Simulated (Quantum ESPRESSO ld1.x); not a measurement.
Values are calculated unless marked as measured or tabulated.
Species: neutral chromium. Configuration: [Ar] 3d5 4s1. Level of theory: Dirac Kohn-Sham, PBEsol, spin-unpolarised, spherical densities, point nucleus; open shells are shared between the two j in proportion to 2j + 1 (ld1.x of Quantum ESPRESSO 7.5). Some entries of the table are withheld. Estimate them.

orbital,occ.,eigenvalue (eV),r(max) (bohr)
1s1/2,2,-5873.23,0.042
2s1/2,2,-666.169,0.244
2p1/2,2,-565.895,(1)
2p3/2,4,-557.261,(2)
3s1/2,2,-73.7562,(3)
3p1/2,2,(4),(5)
3p3/2,4,(6),(7)
4s1/2,1,-4.0154,(8)
3d3/2,2,-2.9759,0.837
3d5/2,3,-2.8985,0.837

Answer. 
(1) 2p1/2 r(max) (bohr): 0.197
(2) 2p3/2 r(max) (bohr): 0.198
(3) 3s1/2 r(max) (bohr): 0.779
(4) 3p1/2 eigenvalue (eV): -46.0088
(5) 3p1/2 r(max) (bohr): 0.791
(6) 3p3/2 eigenvalue (eV): -44.9901
(7) 3p3/2 r(max) (bohr): 0.798
(8) 4s1/2 r(max) (bohr): 2.76
